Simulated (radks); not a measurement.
Question: Valence configurations of Cr3+ (all share [Ar]). All-electron calculation, scalar-relativistic Kohn-Sham, PBE, spin-polarised, spherical densities, point nucleus; open shells are filled with parallel spins first. Program: a radial shooting solver on a logarithmic mesh with Libxc functionals. Order these by energy: 3d1.5 4s1 4p0.5; 3d1 4p2; 3d3; 3d1.5 4p1.5; 3d0.5 4p2.5; 3d2.5 4p0.5; 3d2 4p1; 3d2 4s1; 3d2.5 4s0.5.

Answer: From the lowest, in eV above it: 3d3 0.000; 3d2.5 4s0.5 5.899; 3d2.5 4p0.5 9.186; 3d2 4s1 12.771; 3d2 4p1 19.563; 3d1.5 4s1 4p0.5 24.157; 3d1.5 4p1.5 31.164; 3d1 4p2 44.063; 3d0.5 4p2.5 58.330. NIST lists [Ar] 3d3 as the ground configuration; this level of theory agrees among the configurations tried. The energies are those of spherical high-spin densities, not of single terms.
